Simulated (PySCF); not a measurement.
## Potential energy of MoBr⁺ along the bond

Set-up: PySCF, scalar-relativistic core potentials, basis sets Mo def2-TZVPPD with ECP28, Br def2-TZVPPD. Energies in eV from Mo⁺ (4d5) + Br in their ground configurations at the same level. State: ⁵Π (quintet), unpaired electrons σ ↑, π ↑, δ ↑↑.

```csv
R (Å),M06-2X,PBE0
2.007,-1.066,-1.070
2.101,-1.838,-1.836
2.194,-2.248,-2.237
2.264,-2.386,-2.369
2.334,-2.421,-2.398
2.404,-2.378,-2.352
2.497,-2.234,-2.213
2.614,-1.966,-1.967
2.754,-1.593,-1.638
2.941,-1.207,-1.227
```

Q: Put a parabola through the three lowest points of the M06-2X curve and estimate Re, k and ωe (reduced mass 43.7 u; 1 eV/Å² = 0.16022 mdyn/Å; ωe = 1302.8·√(k/μ) cm⁻¹).

A: Through R = 2.264, 2.334, 2.404 Å the second-order coefficient is 7.96 eV/Å², so Re ≈ 2.330 Å, k ≈ 2.55 mdyn/Å and ωe ≈ 315 cm⁻¹. A polynomial fit of higher order to the unrounded M06-2X energies gives Re = 2.326 Å, k = 2.60 mdyn/Å, ωe = 318 cm⁻¹; anharmonicity and rounding make the difference.

The higher-order fit for each curve: M06-2X: Re = 2.326 Å, ωe = 318 cm⁻¹, De = 2.42 eV; PBE0: Re = 2.323 Å, ωe = 316 cm⁻¹, De = 2.40 eV.

The metal atom is held in its measured ground configuration; semilocal functionals can put another filling of s and d lower by some tenths of an eV, and De to that atom would be smaller. ⟨S²⟩ of the unrestricted solution departs from its pure value on part of the curve, where spin states mix. Spin–orbit coupling is left out, which matters for elements this heavy, above all for dissociation energies. For an ion De counts to the pair picked by the measured ionisation energies or electron affinities, which need not be the lowest pair at this level. The state is the lowest single determinant that the PBE0 search found; with open d or f shells the true ground state can be another one.
